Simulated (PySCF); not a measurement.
**Spin states and ions at one geometry of ReO3F**

PySCF 2.14.0, RKS BP86, Re def2-SVP with ECP60, O def2-SVP, F def2-SVP; non-relativistic Hamiltonian with scalar-relativistic core potentials where named; density fitting; no spin-orbit coupling; singlets restricted, open shells unrestricted. The geometry is relaxed for charge 0, singlet, vacuum:

```xyz
5

Re   -0.0035    0.0035   -0.0035
O     1.0054    0.9557    1.0054
O    -0.9557   -1.0054    1.0054
O     1.0054   -1.0054   -0.9557
F    -1.0815    1.0815   -1.0815
```

Energies count from the relaxed state; an electron taken off or put on is at rest in vacuum. Charges and spins are Mulliken's.

```
                     state  energy (eV)  spin squared  charge on Re1 (e)  spin on Re1 (e)  dipole about the centre of mass (D)
 charge 0, singlet, vacuum         0.00          0.00               1.16             0.00                                 1.21
 charge 0, triplet, vacuum         4.22          2.01               1.06             0.54                                 0.63
charge -1, doublet, vacuum        -0.57          0.75               0.76             0.66                                 1.87
```

Q: What does the state charge +1, doublet, vacuum give?

A: energy (eV) 12.20, spin squared 0.77, charge on Re1 (e) 1.40, spin on Re1 (e) -0.16, dipole about the centre of mass (D) 0.09.

With an electron taken off (doublet) the charges change, summed by element, by Re +0.24 e, O +0.66 e, F +0.11 e. The vertical ionisation energy is 12.20 eV, against −ε(HOMO) = 8.59 eV of the relaxed state. The level lies 3.6 eV too high, as is usual for semilocal functionals and global hybrids, which keep a self-interaction error.

With an electron put on (doublet) the charges change, summed by element, by Re -0.40 e, O -0.50 e, F -0.10 e. The vertical electron affinity is 0.57 eV, against −ε(LUMO) = 4.24 eV of the relaxed state. The basis has no diffuse functions, which an added electron needs. The added electron's level lies above zero.

Open shells may have lower solutions than those found. Hard to converge, so the more doubtful: charge 0, triplet, vacuum; charge +1, doublet, vacuum; charge -1, doublet, vacuum.
